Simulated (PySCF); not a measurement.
Molecule: `Nc1ccccc1Cl`, C6H6ClN.

Geometry:
| atom | x (Å) | y (Å) | z (Å) |
| --- | --- | --- | --- |
| N1 | 2.311 | -0.194 | 0.041 |
| C2 | 0.950 | -0.033 | 0.063 |
| C3 | 0.072 | -1.126 | -0.039 |
| C4 | -1.306 | -0.957 | 0.030 |
| C5 | -1.860 | 0.311 | 0.202 |
| C6 | -1.013 | 1.411 | 0.302 |
| C7 | 0.365 | 1.239 | 0.232 |
| Cl8 | 1.413 | 2.626 | 0.346 |
| H9 | 2.670 | -1.041 | -0.375 |
| H10 | 2.860 | 0.639 | -0.125 |
| H11 | 0.495 | -2.126 | -0.169 |
| H12 | -1.955 | -1.833 | -0.053 |
| H13 | -2.942 | 0.446 | 0.257 |
| H14 | -1.409 | 2.420 | 0.433 |

Geometry PBE0-D3(BJ)/def2-SVP throughout; GIAO in PySCF 2.14, gas phase, one conformer, non-relativistic; equivalent atoms averaged; basis pcSseg-1.

Q: How do the absolute shieldings σ depend on the functional? (a selection of nuclei; ppm; last column core-seconds on shared hosts with different chips, so compare them loosely; the GGAs took longer than the global hybrids here, which isn't the general rule, and the cause wasn't traced)

A: 
```
functional                    kind    C4    C7    C5    C3    Cl8    H14    H12    H13    H11  core-s
        HF            Hartree–Fock  51.0  67.1  69.6  73.5  859.0  24.05  24.27  24.93  24.96      10
      BP86                     GGA  50.2  54.1  60.4  65.1  744.4  24.16  24.37  24.75  24.82      26
       KT3                     GGA  61.9  65.5  71.3  75.9  766.5  24.39  24.59  24.94  25.02      30
     B97-D                     GGA  53.4  56.7  63.4  68.0  750.4  24.38  24.59  24.96  25.05      30
     B3LYP           global hybrid  45.6  51.2  57.3  61.9  762.2  24.21  24.42  24.84  24.91      19
      PBE0           global hybrid  51.2  58.4  62.9  67.4  778.0  23.96  24.16  24.58  24.66      23
     B97-2           global hybrid  53.5  59.9  64.9  69.4  777.6  24.15  24.34  24.76  24.84      19
 BHandHLYP           global hybrid  46.8  56.0  60.7  65.0  799.9  24.08  24.29  24.78  24.83      18
 CAM-B3LYP  range-separated hybrid  44.7  53.5  57.9  62.5  779.9  24.01  24.21  24.68  24.74      30
   LC-wPBE  range-separated hybrid  48.0  61.1  62.4  67.0  798.3  23.80  23.97  24.49  24.59      39
```

Q: Which nucleus among those listed moves most, in ppm?

A: Cl8 (chlorine bonded to C): from 744.4 ppm with BP86 to 859.0 ppm with HF. The smallest spread is 0.46 ppm, at H11. Proton shifts span only some 12 ppm, so a few tenths of a ppm matter as much there as several ppm in carbon.
